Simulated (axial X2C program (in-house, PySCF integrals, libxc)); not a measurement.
# SbTe along the bond: M06, with spin–orbit coupling

Computed with an axial X2C code built on PySCF integrals. Two-component (2c) means X2C with spin–orbit coupling and atomic mean-field two-electron Coulomb and Gaunt terms. Basis: Te dyall-cv3z [11s12p8d4f1g], Sb dyall-cv3z [11s12p8d4f1g] (cores contracted in-house); Gaussian nuclei, density fitting, unrestricted open shells. Masses: Te 129.906 u, Sb 120.904 u.

State: Ω = 1/2 (⟨Sz⟩ = -0.49, ⟨Lz⟩ = 0.99 at M06). Dipoles are positive if Sb is the positive end.

Results along the bond:

```
R (Å)  μ (D)  HOMO (eV)  LUMO (eV)
2.212  0.206      -4.63      -2.70
2.314  0.434      -4.81      -2.88
2.390  0.606      -4.93      -3.01
2.467  0.776      -5.06      -3.13
2.543  0.943      -5.17      -3.25
2.632  1.129      -5.30      -3.38
2.721  1.304      -5.42      -3.50
2.835  1.500      -5.55      -3.63
2.975  1.655      -5.69      -3.76
3.179  1.710      -5.66      -3.89
```

One determinant describes the state; a PBE0 search over occupations chose it and may have missed a lower one. Density functionals use the spin component along the axis (collinear). The functionals have no current-density term, which raises determinants with orbital currents, atoms included. The determinant is spin-polarised beyond a pure state at some levels (its spin-free form has ⟨S²⟩ too high), which makes Re and μ there less reliable.
